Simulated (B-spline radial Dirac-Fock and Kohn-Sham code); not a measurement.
## Relativistic shifts of the levels of Dy⁵⁵⁺

System: the Dy⁵⁵⁺ ion, configuration [Ne] 3s1.

Both columns are ΔSCF binding energies of the configuration average from a radial B-spline solver: non-relativistic Hartree-Fock with a point nucleus, and Dirac-Fock with a finite nucleus and the Coulomb interaction alone, averaged over the two j levels with weights 2j+1.

```tsv
shell	Hartree-Fock (eV)	Dirac-Fock (eV)	shift (eV)	shift (%)
2p	11856.9	12227.3	+370.42	+3.12
3s	5105.4	5419.0	+313.60	+6.14
```

Relativity binds 2p, 3s more strongly, among those listed most of all 3s in relative terms.

Values without a named source are computed, but for edge energies of neutral atoms, which are taken from tables.
